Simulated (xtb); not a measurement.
C2H7FSn, SMILES [CH3][SnH]([CH3])[F]. All values are semi-empirical tight-binding results from xtb (GFN2-xTB unless named), good for trends rather than for accurate numbers. The structure is a stationary point at GFN2-xTB. The structure was generated by enumeration; whether it is a known compound was not checked.

Optimised geometry:

Bonds (Å): Sn1–C2 2.178, Sn1–C3 2.178, Sn1–F4 1.972, Sn1–H5 1.712, C2–H6 1.083, C2–H7 1.084, C2–H8 1.085, C3–H9 1.084, C3–H10 1.084, C3–H11 1.085. Bond angles (°): C2–Sn1–C3 118.3, C2–Sn1–F4 101.9, C2–Sn1–H5 115.5, C3–Sn1–F4 102.0, C3–Sn1–H5 115.2, F4–Sn1–H5 99.6, Sn1–C2–H6 110.6, Sn1–C2–H7 109.9, Sn1–C2–H8 108.2, H6–C2–H7 109.5, H6–C2–H8 109.6, H7–C2–H8 109.2, Sn1–C3–H9 109.4, Sn1–C3–H10 110.8, Sn1–C3–H11 108.3, H9–C3–H10 109.5, H9–C3–H11 109.2, H10–C3–H11 109.6.

For metal compounds this method's bond lengths and energies can be far off.

```yaml
orbital_gap: 4.88 eV
zero_point_energy: 48.1 kcal/mol
G − E(el) at 298.15 K (modified RRHO): 27.0 kcal/mol
```

Question: Give the atomic charges and the Wiberg bond orders between heavy atoms. (Estimate from the structure and the level; the computed values follow.)

Answer: charges (e) Sn1 0.28, C2 -0.14, C3 -0.14, F4 -0.35, H5 0.00, H6 0.05, H7 0.06, H8 0.07, H9 0.07, H10 0.05, H11 0.06. Bond orders Sn1–C2 0.69, Sn1–C3 0.69, Sn1–F4 0.89.
